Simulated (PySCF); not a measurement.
Ionising CsBi

ROHF-MP2; PySCF, scalar-relativistic core potentials, basis sets Cs def2-SVP with ECP46, Bi def2-SVP with ECP60. Neutral (ROHF): triplet (π ↑↑), Re = 3.766 Å, ωe = 81.1 cm⁻¹, De = 0.55 eV.

CsBi⁺ (UHF): quartet (σ ↑, π ↑↑), Re = 4.395 Å, ωe = 28.0 cm⁻¹. The energies at the minima are -233.56787 hartree for CsBi and -233.41464 for CsBi⁺.

(1) Work out the adiabatic ionisation energy, without and with harmonic zero-point energies (1 hartree = 27.2114 eV, 1 eV = 8065.5 cm⁻¹), and the change of the bond length.

Correlated steps freeze 4 core orbitals. UHF and ROHF references stand side by side, which adds small steps between rows. Correlated levels converge slowly with the basis: in double zeta they bind strong bonds too weakly, by up to about 1 eV, and carry superposition errors of some tenths. These are scalar-relativistic numbers at best; spin–orbit coupling would shift them, the dissociation energy most. States were picked by a PBE0 search and need not be the measured ground states.

Neutral and ion stand on different kinds of reference determinant, which adds to the error of the difference.

Answers

(1) At MP2: 0.15323 hartree = 4.170 eV between the minima; the zero-point term (28.0 − 81.1)/2 cm⁻¹ = -0.003 eV makes it 4.166 eV. Re changes by +62.9 pm against the neutral. The electron leaves a σ orbital, and the ion is left as a loose complex of an ion and an atom.
